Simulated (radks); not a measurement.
Values are calculated unless marked as measured or tabulated.
Question: Species: the technetium ion Tc2+. Configuration: [Kr] 4d4.5 4f0.5 (fractional occupations, a model configuration). Code: a radial shooting solver on a logarithmic mesh with Libxc functionals. Model: scalar-relativistic Kohn-Sham, TASK exchange with Perdew-Wang LDA correlation, spin-polarised, spherical densities, finite nucleus; open shells are filled with parallel spins first (spin-orbit coupling, left out, can overturn this in heavy ions); meta-GGA in the generalised Kohn-Sham scheme; Fermi nuclear charge, rms radius 4.4112 fm. Some entries of the table are withheld. Estimate them.

| orbital | occ. | eigenvalue (eV) | <r^2> (bohr^2) | r(max) (bohr) |
|---|---|---|---|---|
| 1s down | 1 | -20935.77 | 0.001590 | 0.02229 |
| 1s up | 1 | -20935.73 | 0.001590 | 0.02229 |
| 2s up | 1 | -3021.909 | 0.02645 | 0.1262 |
| 2s down | 1 | -3020.928 | 0.02645 | 0.1262 |
| 2p up | 3 | -2705.571 | 0.02082 | 0.1009 |
| 2p down | 3 | -2704.854 | 0.02081 | 0.1008 |
| 3s up | 1 | -549.7290 | 0.1978 | 0.3725 |
| 3s down | 1 | -549.3439 | 0.1979 | 0.3726 |
| 3p up | 3 | -445.1716 | 0.2017 | 0.3657 |
| 3p down | 3 | -444.7064 | 0.2017 | 0.3659 |
| 3d up | 5 | -275.4561 | 0.1911 | (1) |
| 3d down | 5 | -274.6028 | 0.1909 | (2) |
| 4s up | 1 | -98.7316 | 1.292 | 0.9559 |
| 4s down | 1 | -94.5299 | 1.268 | 0.9495 |
| 4p up | 3 | -69.8410 | 1.582 | 1.029 |
| 4p down | 3 | -65.0648 | 1.537 | 1.020 |
| 4d up | 4.5 | -28.1961 | 2.716 | 1.248 |
| 4f up | 0.5 | -4.7105 | 56.79 | 6.785 |

Answer: 
(1) 3d up r(max) (bohr): 0.3115
(2) 3d down r(max) (bohr): 0.3119
